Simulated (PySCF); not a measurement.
The same gas-phase reaction for F, Cl, Br, I:
- Sn2O2 + 2 F2 → 2 SnF2 + O2
- Sn2O2 + 2 Cl2 → 2 SnCl2 + O2
- Sn2O2 + 2 Br2 → 2 SnBr2 + O2
- Sn2O2 + 2 I2 → 2 SnI2 + O2

Computed with PySCF and rigid-rotor harmonic-oscillator thermochemistry at 1 bar. † marks an energy on the PBE0/def2-TZVP geometry and frequencies; other levels use their own. MP2 freezes the core. Open shells (unrestricted): O2 (multiplicity 3); the rest are closed-shell singlets. I, Sn: scalar-relativistic def2 core potential, no spin-orbit coupling. Br: all electrons, no relativistic terms. Sn2O2: computed as isolated molecules; such fragments, hydroxides, amides, oligomers or adducts are transient or little studied in the gas. MP2 isn't extrapolated to the basis-set limit.

ΔH°(298 K) in kJ, by level:

```csv
level,F,Cl,Br,I
ωB97M-V/def2-TZVP†,-819.9,[?],-81.0,89.0
PBE0/def2-QZVP†,-843.9,-215.0,-109.3,50.3
MP2/def2-SVP†,-825.4,[?],-136.7,23.4
PBE/def2-SVP,-777.3,[?],-152.0,-17.2
M06-2X/def2-TZVP†,-845.8,[?],-86.2,80.9
MP2/def2-TZVPP†,-798.8,[?],-45.0,110.5
BLYP/def2-TZVP†,-821.1,[?],-91.1,66.5
```

Task: What belongs in the gaps?

Result: 
- ωB97M-V/def2-TZVP†, Cl: -191.5
- MP2/def2-SVP†, Cl: -242.4
- PBE/def2-SVP, Cl: -277.6
- M06-2X/def2-TZVP†, Cl: -190.6
- MP2/def2-TZVPP†, Cl: -154.1
- BLYP/def2-TZVP†, Cl: -202.9
